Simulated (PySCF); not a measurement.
C₂H₅ClOSi, SMILES C=CO[SiH2]Cl. Atoms are numbered in the order given.

```xyz
10

C     -2.9285     0.7281     0.1402
C     -1.7016     0.2108     0.1977
O     -0.5995     0.8869    -0.2410
Si     0.8715     0.2731    -0.7152
Cl     1.5412    -1.0958     0.6956
H     -3.1049     1.7199    -0.2818
H     -3.7741     0.1583     0.5274
H     -1.5011    -0.7791     0.6264
H      0.7591    -0.4459    -2.0082
H      1.7957     1.4236    -0.7759
```

Geometry: B3LYP-D3(BJ)/def2-SVP. This is a generated structure with no PubChem entry under its InChIKey; it may be hypothetical. Other conformers were not sampled.

The numbers are results of PBE/def2-TZVP run with PySCF, not measurements.

Isolated molecule, no solvent.

Computed frontier levels, gap, dipole moment and polarisability:
| Item | Result |
|---|---|
| highest occupied level | -5.97 eV |
| lowest empty level | -0.94 eV |
| orbital gap | 5.03 eV |
| dipole moment | 0.73 D |
| quadrupole, principal values (traceless, Buckingham form, about the centre of nuclear charge) | -2.70, -2.43, 5.13 D·Å |
| mean static polarisability | 67.2 bohr³ (9.96 Å³) |
| polarisability, principal values | 49.7, 63.5, 88.4 bohr³ |
